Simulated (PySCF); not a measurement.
# Static response to an electric field

Species: GeH₇PSi.
Atom-mapped SMILES: `[SiH3:1][GeH2:2][PH2:3]` (hydrogens: H4, H5, H6 on Si1; H7, H8 on Ge2; H9, H10 on P3)

Geometry (PBE0-D3(BJ)/def2-SVP, Å), atoms numbered from 1 in this order:
```xyz
10
GeH7PSi angstrom
Si     1.5118    0.7108    0.1161
Ge    -0.2974   -0.7978   -0.2449
P     -2.2687    0.4488   -0.3125
H      2.8185   -0.0153    0.1258
H      1.5304    1.7393   -0.9678
H      1.3300    1.3985    1.4314
H     -0.3271   -1.8870    0.8480
H     -0.1458   -1.4896   -1.6146
H     -3.1208   -0.6772   -0.0905
H     -2.2084    0.7795    1.0773
```

Level: wB97X-D/def2-SVPD (PySCF), static field, nuclei fixed, core orbitals frozen in the response. The polarisability tensor in these axes (au):

```
x   113.19   0.43   2.58
y     0.43  88.73   1.47
z     2.58   1.47  78.12
```

Task: Give the principal values, the mean and the anisotropy Δα = √{½[(α1 − α2)² + (α2 − α3)² + (α1 − α3)²]}.

Result: Principal values 77.74, 88.91 and 113.39 au; mean 93.35 au = 13.83 Å³ = 15.39 × 10⁻⁴⁰ C²·m²/J; Δα = 31.58 au (34 % of the mean).

Task: What is the dipole moment, and where does it point?

Result: (0.24, -0.50, 0.50) D, 0.75 D in size, pointing from the negative to the positive side. Measured along this direction, the outermost atoms are H5 and P3 at the negative end and H7 at the positive end.

Task: Give the principal axes and the span of the nuclei along them.

Result: Largest value along (1.00, 0.02, 0.07), where the nuclei span 5.95 Å; middle along (-0.03, 0.99, 0.13), 3.31 Å; least along (-0.07, -0.13, 0.99), 2.53 Å. The response follows the extents in order.

Task: Give the eigenvalues of the traceless quadrupole moment Θ = ½Σq(3rr − r²1), origin at the centre of nuclear charge.

Result: -3.85, 1.53, 2.31 D·Å. The values depend on the origin, since the dipole doesn't vanish. The electronic extent ⟨r²⟩ about the same centre is 761 bohr², a root-mean-square distance of 1.77 Å for the 68 electrons.

Task: What depolarisation ratio follows for Rayleigh scattering of linearly polarised light, taking the static tensor?

Result: ρ = 3Δα²/(45ᾱ² + 4Δα²) = 2991.9/(392098 + 3989.1) = 0.00755.

Isolated species at its PBE0-D3(BJ)/def2-SVP geometry (one conformer only). The calculation is non-relativistic, for germanium too.

The run behind these numbers computed excited states and ΔSCF ions as well. On one thread of an x86-64 server (shared host), this took 29 s of wall time.
